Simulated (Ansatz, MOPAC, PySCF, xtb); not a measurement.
Noncovalent pair: H2S (SMILES S) (first 3 atoms) with CHN (SMILES C#N); geometry from B3LYP-D3(BJ)/def2-TZVP, rigid monomers moved along the line of their centres of mass till H2···N5 is 2.14 Å.
(charge 0, multiplicity 1):
```xyz
6

S      0.219     0.023    -0.802
H      0.311    -0.050     0.537
H     -0.011    -1.294    -0.923
C      0.562    -0.104     3.809
N      0.460    -0.159     2.670
H      0.656    -0.053     4.871
```

Monomers are frozen at their geometry in the pair; levels with a basis set take the counterpoise correction. Rows marked so take none.

Correlated levels freeze the cores. CBS: X⁻³ extrapolation of the correlation energy, Hartree–Fock from the larger set. Rows in 3-21G, STO-3G carry no dispersion term and start afresh at each structure. The state that PM3, PM7 reach isn't checked; PM7 holds dispersion and hydrogen-bond terms.

Programs: Ansatz (a quantum-chemistry and plane-wave program) with Gaussian orbitals; MOPAC for PM3, PM7 (differences of heats of formation); PySCF for 3-21G rows, STO-3G rows, the dispersion terms; xtb for the GFN methods. 

| level | interaction energy (meV) |
|---|---|
| PM3 | -2.8 |
| PM7 | -111.0 |
| GFN1-xTB | -67.3 |
| HF/STO-3G (no counterpoise) | 14.2 |
| B3LYP/3-21G (no counterpoise) | -191.7 |
| B3LYP/def2-TZVPPD | -37.8 |
| PBE0-D3(BJ)/def2-TZVPPD | -91.1 |
| MP2/aug-cc-pV(T+d)Z | -88.9 |
| CCSD(T)/CBS(aug-cc-pV(D+d)Z, aug-cc-pV(T+d)Z) | ___ |

Problem. Fill in the missing entries.

Solution. 
- CCSD(T)/CBS(aug-cc-pV(D+d)Z, aug-cc-pV(T+d)Z), interaction energy (meV): -77.6
